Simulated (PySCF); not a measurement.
Run record: geometry optimisation, `C[C@@H]1CCP(C)[C@@H](C)[C@H]1F`.

Computed with PBE0-D3(BJ)/def2-SVP geometry optimisation, gas phase (PySCF 2.14.0). Start geometry: GFN2-xTB. The command runs a driver script over a list of jobs; the input below is this job's line of settings and its coordinates in Å.

Command:
```bash
OMP_NUM_THREADS=1 python probes_run.py task.json out
```

Input:
```
{"job": {"xc": "PBE0", "basis": "def2-SVP", "d3": "d3bj", "grid": 1, "shake": 0.01, "kind": "geom"}, "charge": 0, "multiplicity": 1}
C     -2.019790    -0.007540     1.463940
C     -1.825700    -0.080160    -0.050190
C     -1.346610    -1.459570    -0.502050
C      0.132280    -1.771640    -0.059690
P      1.296190    -0.615180    -0.883590
C      2.710190    -0.839040     0.298820
C      0.570940     0.934340    -0.104490
C      1.354170     2.180900    -0.542810
C     -0.895470     1.042360    -0.533350
F     -0.922630     1.010840    -1.929900
H     -2.414150     1.004240     1.737370
H     -2.774540    -0.715150     1.776200
H     -1.153480    -0.158470     2.005330
H     -2.804990     0.096290    -0.528960
H     -2.014530    -2.225710    -0.100850
H     -1.372600    -1.484760    -1.576740
H      0.357970    -2.777580    -0.375220
H      0.192310    -1.721200     1.037200
H      3.087460    -1.866370     0.184720
H      2.388340    -0.681870     1.341580
H      3.500530    -0.153580     0.039720
H      0.592180     0.832160     0.978320
H      1.279460     2.306210    -1.638660
H      0.930330     3.073040    -0.069320
H      2.403730     2.070910    -0.261310
H     -1.319820     2.031110    -0.272470
```

**Question.** Estimate the output.

**Answer.** 
```
step   0  E = -754.70065926  max force = 0.045789
step   1  E = -754.70949545  max force = 0.012799
step   2  E = -754.71000962  max force = 0.003615
step   3  E = -754.71008560  max force = 0.000857
step   4  E = -754.71010535  max force = 0.001059
step   5  E = -754.71011930  max force = 0.000581
step   6  E = -754.71012404  max force = 0.000352
optimisation converged
```

Energies in Eh; «max force» is the largest Cartesian gradient component in Eh/bohr.

**Question.** How much energy does the optimisation release, in kJ/mol?

**Answer.** E(step 0) − E(last step) = 0.009465 Eh, which is 24.8 kJ/mol.

In short: final energy -754.71012 Eh after 6 steps; dipole 2.71 D.

Time: 3.7 min wall; peak memory 1.0 GiB. Hardware: one thread, Intel Xeon Platinum 8488C (x86_64), on a shared host.
Labels such as C1 count atoms from 1, the log's own numbers from 0.
